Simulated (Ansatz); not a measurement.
Ansatz (a first-principles code) input (PBE/6-31G* with LANL2DZ past Ar): The .json file joins the Basis Set Exchange's 6-31G* for atoms up to Ar and LANL2DZ past it.

Ansatz 0.2 input:
```yaml
crystal:
  periodic: [false, false, false]
  atoms:
    - {symbol: Cl, position_ang: [-0.00000000, -0.00000000, -1.35630350]}
    - {symbol: Ge, position_ang: [0.00000000, 0.00000000, 0.72053623]}
basis:
  gaussian:
    orbitals: 6-31Gs+LANL2DZ.json
hamiltonian:
  xc: {name: PBE}
total_charge: 1
relax: {f_tol: 0.003, max_steps: 120}
```

What final total energy does it give?

-463.48007 Eh.
